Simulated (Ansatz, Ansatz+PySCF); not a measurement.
```xyz
3

S     0.0000    0.0000   -0.2080
H     0.0000    1.9430    1.6643
H     0.0000   -1.9430    1.6643
```

Basis set: cc-pVDZ (spherical functions). Frozen core: 5 orbitals. Charge 0, multiplicity 1.

Computed with Ansatz (development build ahead of 0.2.0); each method stands on the lowest determinant of its kind that the runs found. Restricted open shells among the atoms or ions are ROHF, correlated in semicanonical orbitals with singles. Restricted functionals stand beside restricted open-shell atoms, which can lie above the unrestricted atoms usual in DFT and then raise those values.

The atomization energy at this shape (free ground-state atoms in the same class of orbitals less the molecule, no zero-point energy) of singlet H₂S:

| method | atomization energy |
| --- | --- |
| ωB97X (unrestricted) | 6.64 kcal/mol |
| r²SCAN (unrestricted) | 14.92 kcal/mol |
| r²SCAN (restricted) | -14.17 kcal/mol |
| PBE0 (unrestricted) | 10.25 kcal/mol |
| PBE (unrestricted) | 14.17 kcal/mol |
| PBE0 (restricted) | -26.48 kcal/mol |
| PBE (restricted) | -1.97 kcal/mol |
| RHF-CCSD(T) | 14.87 kcal/mol |
| RHF-MP2 | -35.59 kcal/mol |
| UHF | 2.18 kcal/mol |
| RHF | -114.59 kcal/mol |

Q: What does ωB97X (restricted) give?

A: -42.30 kcal/mol. Caution: the shape is not the minimum. Caution for ωB97X (unrestricted), r²SCAN (unrestricted), r²SCAN (restricted), ωB97X (restricted), PBE0 (unrestricted), PBE (unrestricted), PBE0 (restricted), PBE (restricted): charge can spread falsely over distant fragments. Caution for ωB97X (unrestricted), PBE0 (unrestricted), PBE (unrestricted), UHF: the unrestricted determinant is a mixture of spin states. Caution for r²SCAN (unrestricted): the unrestricted determinant is spin contaminated. Caution for r²SCAN (restricted), ωB97X (restricted), PBE0 (restricted), PBE (restricted), RHF-CCSD(T), RHF-MP2, RHF: an unrestricted determinant lies well below. Caution for ωB97X (restricted), PBE0 (restricted), RHF-MP2, RHF: the molecule lies well above its atoms at this level. Caution for RHF-CCSD(T), RHF-MP2: large amplitudes, a single reference is doubtful. Caution for RHF-CCSD(T): the program doubts this total.
